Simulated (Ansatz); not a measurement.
Consider the hydrogen abstraction from a Ga–H bond: `C#[C][GaH][CH3]` + `[SiH3]`• → `C#[C][Ga][CH3]`• + SiH₄.

Computed with Ansatz on PBE0-D4/def2-TZVP structures; ΔE is electronic, products minus reactants. CBS: MP2 limit from def2 TZ/QZ plus the TZ coupled-cluster correction, frozen cores. This one scheme is used for every species. DFT in def2-TZVPP. Open shells (•) are unrestricted, without spin–orbit coupling. For Ga outer-core shells are correlated without core-valence functions, which leaves a few kJ/mol of doubt a bond. Scalar relativity is left out up to krypton.

CCSD(T)/CBS gives -9.6 kcal/mol.

Problem. Another level gave -8.9 kcal/mol. Which?
A. CCSD(T)/def2-TZVPP
B. HF/def2-TZVPP
C. B97M-V/def2-TZVPP
D. ωB97M-V/def2-TZVPP

Solution. C. B97M-V -8.9, CCSD(T)/def2-TZVPP -9.9, ωB97M-V -12.1, HF/def2-TZVPP -10.9 kcal/mol.

Largest T1 diagnostic among the species: 0.015.

In def2-TZVPP, CCSD(T) changes the Hartree–Fock value by +1.0 kcal/mol (the triples alone add −0.2 kcal/mol) and MP2 by +1.3 kcal/mol. From BLYP to BHLYP (50 % exact exchange), in def2-TZVPP and without D4, ΔE moves by +1.2 kcal/mol.
